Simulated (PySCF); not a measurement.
**Ionisation energy of Sn by level of theory**

Sn [Kr] 4d10 5s2 5p2 (3P) → Sn⁺ [Kr] 4d10 5s2 5p1 (2P), as a difference of total energies. Calculation: PySCF 2.14, in aug-cc-pwCVTZ-DK3 (10s9p7d4f1g, 109 functions); the spin-free X2C one-electron Hamiltonian (Gaussian nucleus). Correlated levels: valence: [Kr] 4d10 frozen; valence and next inner shell: [Ar] 3d10 frozen. The calculations carry no spin-orbit coupling.

```csv
method,ionisation energy (eV)
UHF,6.848
PBE,7.268
PBE0,7.313
r2SCAN,7.408
BHandHLYP,7.171
BP86,7.386
TPSS,7.256
MP2 (valence),7.157
SCS-MP2 (valence),7.091
MP2 (valence and next inner shell),7.275
```

Q: Estimate what LDA gives.

A: 7.422 eV, closest to r2SCAN among the rows shown.

Q: Estimate what SCS-MP2 (valence and next inner shell) gives.

A: 7.162 eV, closest to MP2 (valence) among the rows shown.

Errors of the correlated levels include the incompleteness of this basis and the frozen core.

For comparison: 7.389 eV (measured; NIST levels, between the centres of gravity of the two terms).
